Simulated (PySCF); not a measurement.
Computed shifts of a molecule C5H3N3, PySCF with PBE/pcSseg-1, GIAO, gas phase, equivalent atoms averaged, in ppm (number of nuclei): ¹⁵N: 349.0 (2), 313.3 (1). ¹³C: 163.4 (2), 151.0 (1), 129.2 (1), 120.7 (1). ¹H: 9.13 (2), 7.36 (1). References: ¹⁵N against NH3 (σ = 267.0 ppm); ¹³C against TMS (σ = 182.0 ppm); ¹H against TMS (σ = 31.49 ppm), references at their B3LYP-D3(BJ)/def2-TZVP geometries, non-relativistic. Geometry: B3LYP-D3(BJ)/def2-SVP. The values are those of a single conformer.

### Question
Which molecule gave these data?
A) N#Cc1ncccn1
B) N#Cc1ccncn1
C) N#Cc1cnccn1
D) N#Cc1cncnc1

### Answer
A, N#Cc1ncccn1
